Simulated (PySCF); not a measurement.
**C₆ coefficients of unlike pairs at wB97X-V**

Calculated with PySCF 2.14 from the dipole response of each species, C₆(A,B) = (3/π) ∫ α_A(iu) α_B(iu) du, in atomic units, from isotropic polarisabilities. For ions this is the dispersion term alone; charge-induced terms of lower order in 1/R come first.

```
species           configuration                       basis     relativity  α (bohr³)  C₆ (like pair)
    C²⁺           [He] 2s2 (1S)     aug-cc-pVDZ-DK (4s3p2d)  spin-free X2C      4.359           6.799
      B       [He] 2s2 2p1 (2P)     dyall-acv3z (15s9p4d2f)           none      21.96           107.0
   Cr³⁺           [Ar] 3d3 (4F)    def2-TZVPPD (6s6p4d2f1g)           none      2.007           5.002
   Xe²⁺  [Kr] 4d10 5s2 5p4 (3P)  aug-cc-pVTZ-DK3 (8s7p5d2f)  spin-free X2C      12.77           88.60
```

(1) Estimate C₆ for Xe²⁺ with B.

No spin-orbit coupling is included.

The other pairs:

```csv
pair,C₆
"Cr³⁺, C²⁺",4.858
"Xe²⁺, Cr³⁺",19.35
"Xe²⁺, C²⁺",24.03
"Cr³⁺, B",16.94
"B, C²⁺",26.34
```

Results:

(1) The integral gives 89.39. The combination rule 2 C_A C_B / (C_A α_B/α_A + C_B α_A/α_B) gives 88.34 and the geometric mean 97.35.
